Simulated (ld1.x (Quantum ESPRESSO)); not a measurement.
**silicon (Si): ultrasoft pseudisation with PBE, scalar-relativistic reference atom.**

* Element: silicon
* Generator: ld1.x (Quantum ESPRESSO) 7.5
* Type: ultrasoft
* Functional: PBE
* Relativity: scalar-relativistic
* Frozen core: [Ne]
* Valence charge: 4
* Reference configuration: 3s2 3p1 (charge +1)
* Partial waves: 3s (bound): rcut 1.35, rcutus 1.85 bohr; 3s channel at -0.6 Ry: rcut 1.35, rcutus 1.85 bohr; 3p (bound): rcut 1.80, rcutus 2.10 bohr; 3p channel at -0.45 Ry: rcut 1.80, rcutus 2.10 bohr
* Local potential: all-electron potential smoothed inside 2.00 bohr (lloc = -1)
* Core correction: Bessel-smoothed model core inside 1.30 bohr
* Augmentation charge: built from norm-conserving waves at rcut, not smoothed further

Q: Estimate the cutoffs (Ry, on a coarse ladder) from which the occupation-weighted sum of valence levels, in a spherical-Bessel basis at the reference potential, stays within 10 and 1 mRy of its value at 400 Ry.

A: 8 Ry and 15 Ry.

Q: Does the potential have ghost states?

A: No extra level below or beside the all-electron valence levels (s, p, d, f tested).

Q: Is the overlap operator S = 1 + Σ q|β⟩⟨β| positive definite (Bessel basis up to 400 Ry)?

A: Yes: its lowest eigenvalue is 0.41 (s channel).

Q: Tests: 3s2 3p2; 3s2 3p0; 3s1 3p0; 3s2 3p1.5; 3s1 3p3; 3s0 3p4; 3s2 3p2.3. Which has the largest error in its energy relative to the reference configuration, and how large is it?

A: 3s1 3p0, with +31 meV (all-electron minus pseudo) on +49.96 eV.
